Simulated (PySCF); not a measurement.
Species, as SMILES: S(F)F.
Geometry (B3LYP-D3(BJ)/def2-TZVP, fixed):
```xyz
3

F     -1.2130    -0.5047     0.0161
S     -0.0057     0.5532     0.0075
F      1.2232    -0.4788    -0.0294
```
Charge 0, spin multiplicity 1.

Basis-set convergence of the lowest singlet excitation energy at PBE0 with PySCF. Tamm-Dancoff approximation; the state is taken by its order, and sets in which it differs in degeneracy or brightness are left out, yet its character can still change. All functions are spherical. Density fitting with generated auxiliary sets. No added dispersion term, no relativity. Reference: the value in aug-pcseg-3, 3.382 eV, itself unsure by roughly 0.013 eV (its mean distance from aug-cc-pV(Q+d)Z, aug-pcseg-2, aug-cc-pV(T+d)Z). Deviations are taken from unrounded values. Cost is core time over that of 6-31G**, rough, on shared machines of one kind; a dash marks a row that isn't timed (too short, read off another run, short of memory, by another algorithm or on other hardware).

| basis | functions | lowest singlet excitation energy (eV) | minus reference (eV) | cost |
|---|---|---|---|---|
| STO-3G | 19 | 5.399 | 2.017 | - |
| 6-31G** | 46 | 3.569 | 0.187 | 1× |
| def2-SVP | 46 | 3.684 | 0.302 | 0.9× |
| 6-31+G* | 58 | 3.455 | 0.073 | - |
| 6-311++G(3df,3pd) | 125 | 3.390 | 0.008 | 5× |
| aug-pcseg-2 | 142 | 3.407 | 0.025 | 8× |
| cc-pV(Q+d)Z | 174 | 3.418 | 0.036 | 10× |
| aug-pcseg-3 | 259 | 3.382 | 0.000 | 40× |
| cc-pV(5+d)Z | 282 | 3.405 | 0.023 | 60× |
